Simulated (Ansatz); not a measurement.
Basis-set extrapolation for CH2ClFO2Si (`O[Si@]1(Cl)O[C@@H]1F`) (PBE0-D4/def2-TZVP geometry, frozen core, Ansatz 0.2.0). Multiplicity 1, RHF reference.

|  | def2-TZVPP | def2-QZVPP |
| --- | --- | --- |
| HF | -1036.870437 | -1036.905896 |
| MP2 correlation | -1.177921 | -1.280488 |
| CCSD(T) correlation | -1.248930 | not run |

Energies in hartree. Use E(X) = E(∞) + A·exp(−7.88·√X) for Hartree–Fock and E(X) = E(∞) + B·X^(−2.97) for correlation, with X = 3 and 4, and add CCSD(T) minus MP2 of the smaller set to the MP2 limit.

**Question.** What is the CCSD(T) energy at the basis-set limit?

**Answer.** HF limit: -1036.905896 + (-0.035459) × 0.13774 = -1036.91078. MP2 limit: -1.280488 + (-0.102567) × 0.74074 = -1.35646. Higher-order term: -1.248930 − (-1.177921) = -0.07101. Total: -1038.33825 hartree, 137.4 kcal/mol below CCSD(T)/def2-TZVPP.
